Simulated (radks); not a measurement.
Results of a calculation; reference values are marked as such.
Task: Radial electron density D(r) = 4 pi r^2 rho(r) of an atom or ion with 60 electrons. Level of theory: Dirac Kohn-Sham, PBE, spin-unpolarised, spherical densities, point nucleus (a radial shooting solver on a logarithmic mesh with Libxc functionals).

r (bohr)  D(r) (e/bohr)
0.001094          4.262
0.001494          7.073
0.002025          11.39
0.002767          18.11
0.00375           27.56
0.005082          40.18
0.006943          55.71
0.009409          70.86
0.01275           81.66
0.01742           83.75
0.02361           77.87
0.03225           74.18
0.04371           85.07
0.05924           104.2
0.08094           105.3
0.1097            85.85
0.1487            84.45
0.2031            94.97
0.2752            66.83
0.376             38.29
0.5096            44.73
0.6907            36.41
0.9436            17.14
1.279             9.829
1.747             5.809
2.368             2.269
3.209            0.6125
4.384            0.1106
5.941           0.01014
8.052         0.0002821

What is the nuclear charge?

Result: Z = 62. The innermost maximum, from 1s, lies near gamma/Z bohr with gamma = sqrt(1 - (Z/c)^2) = 0.892, here 0.0144 bohr (found: 0.0158), and its height grows with Z. The density is that of the samarium ion Sm2+ in [Kr] 4d10 4f6 5s2 5p4 5d2; the configuration itself is not fixed sharply by these data, and Z only to a few units. D(r) has 4 maxima, at r = 0.0158, 0.0701, 0.197, 0.543 bohr, and minima at 0.0307, 0.129, 0.391 bohr, inside which lie 2.02, 11.16, 29.27 electrons.
